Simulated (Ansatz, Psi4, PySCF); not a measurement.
System: SiN₃H₇, net charge 0, singlet state. SMILES: N[SiH](N)N
Coordinates optimised at B3LYP-D3(BJ)/def2-TZVP (Ansatz, a program for electronic structure):
```xyz
11

N      0.0297     1.5786    -0.5506
Si    -0.1744     0.0871     0.2807
N     -0.8936    -0.9443    -0.8847
N      1.1470    -0.8289     0.8907
H      0.1251     2.4404    -0.0379
H      0.4957     1.6246    -1.4433
H     -0.9302     0.4669     1.5010
H     -0.9917    -1.9298    -0.7033
H     -1.6101    -0.5974    -1.5010
H      1.5436    -0.6160     1.7918
H      1.8278    -1.2457     0.2750
```
Charge 0, spin multiplicity 1.

Property: atomisation energy, in kcal/mol. Terms: dispersion terms only where a functional's name holds one; 6-31G* and kin with 6d, 5d where marked; spin-orbit terms left out; LANL2DZ with its own core potentials from Na on; non-relativistic; UHF or UKS for open shells; valence correlation only; atomisation electronic, to ground-state atoms. Basis-set limits of correlation are two-point, X^-3; Hartree-Fock from the larger set. Ab initio and DFT rows: single points at B3LYP-D3(BJ) geometries (Ansatz).

Coupled cluster (Ansatz) is a level with limits of its own, used here on species with T1 under 0.025 (0.045 for open shells) and stable references: CCSD(T)/CBS(aug-cc-pV(T+d)Z,aug-cc-pV(Q+d)Z).

Value to compare with, CCSD(T)/CBS(aug-cc-pV(T+d)Z,aug-cc-pV(Q+d)Z) (Ansatz): 918.9 kcal/mol.

| level | program | atomisation energy (kcal/mol) | difference |
|---|---|---|---|
| HF/LANL2DZ | Ansatz | 544.0 | -374.9 |
| PBE/LANL2DZ | Ansatz | 872.3 | -46.6 |
| PBE/def2-SVP | Ansatz | 909.8 | -9.1 |
| BLYP/6-31G* | Ansatz | 883.4 | -35.5 |
| B3LYP/6-31G* | Ansatz | 885.1 | -33.8 |
| M06-2X/6-31G* (5d) | PySCF | 887.8 | -31.1 |
| wB97X-D/6-31G* | Psi4 | 887.7 | -31.2 |
| MP2/3-21G | Ansatz | 713.4 | -205.5 |
| MP2/6-31G* | Ansatz | 792.6 | -126.3 |
| B3PW91/6-31G* (5d) | PySCF | 878.8 | -40.1 |
| wB97M-V/def2-TZVPD | Ansatz | 921.3 | 2.4 |
| wB97X-V/def2-TZVPD | Ansatz | 921.8 | 2.9 |

Among the 10 habitual levels, HF/LANL2DZ lies farthest from CCSD(T)/CBS(aug-cc-pV(T+d)Z,aug-cc-pV(Q+d)Z) (Ansatz) (-374.9 kcal/mol) and PBE/def2-SVP nearest (-9.1); 0 of 10 lie above it, and their mean absolute difference is 93.4 kcal/mol, the median 37.8. One case shows no general order.

The levels are drawn from those run, B3LYP/6-31G* more often than the rest, none by its result; left out are runs that failed, that the program found above a lower state of the same kind, or whose <S^2> lies over 0.5 above the pure value.
